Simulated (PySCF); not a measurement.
Question: Give a PBE0-D3(BJ)/def2-SVP geometry of 4-chloro-alpha-methylstyrene, `C=C(C)c1ccc(Cl)cc1`.

Answer: 
Z-matrix in Å and degrees, rows numbered from 1:
```
C 
C   1  1.3426
C   2  1.5022  1  120.69
C   2  1.4830  1  121.74  3   179.12
C   4  1.4033  2  121.12  1  -155.28
C   5  1.3918  4  121.66  2   179.06
C   6  1.3922  5  119.44  4     0.66
Cl  7  1.7317  6  119.91  5   179.72
C   7  1.3949  6  120.33  5     0.34
C   9  1.3887  7  119.47  6    -0.48
H   1  1.0923  2  122.33  3  -176.78
H   1  1.0927  2  120.80  3     1.98
H   3  1.1025  2  111.37  1   112.26
H   3  1.1017  2  111.38  1  -128.50
H   3  1.0982  2  110.99  1    -7.39
H   5  1.0912  4  119.99  2    -0.06
H   6  1.0911  5  120.79  4  -179.37
H   9  1.0912  7  119.71  6   178.74
H  10  1.0917  4  119.53  2     2.27
```

The 6-membered ring C4–C5–C6–C7–C9–C10 has internal angles of 117.4° to 121.7°; it is planar, 0.00 Å rms from its mean plane, widest ring torsion 1°. Of the pairs four or more bonds apart, C3···H16 is among the closest relative to their van der Waals radii: 2.61 Å, 90 % of the sum of Bondi's values. The C–C distances run from 1.343 Å (C1=C2, drawn double) to 1.502 Å (C2–C3, drawn single), a spread of 0.159 Å.

Computed, not measured: PySCF, PBE0-D3(BJ)/def2-SVP geometry optimisation, gas phase.

Not checked by PBE0-D3(BJ)/def2-SVP frequencies. The numbers are those of one conformer (C1–C2–C4–C5 -155°).

Time: 5.3 min wall; peak memory 0.86 GiB. Hardware: one thread, Arm Neoverse N1 (aarch64), shared host. That covers the optimisation of the geometry.
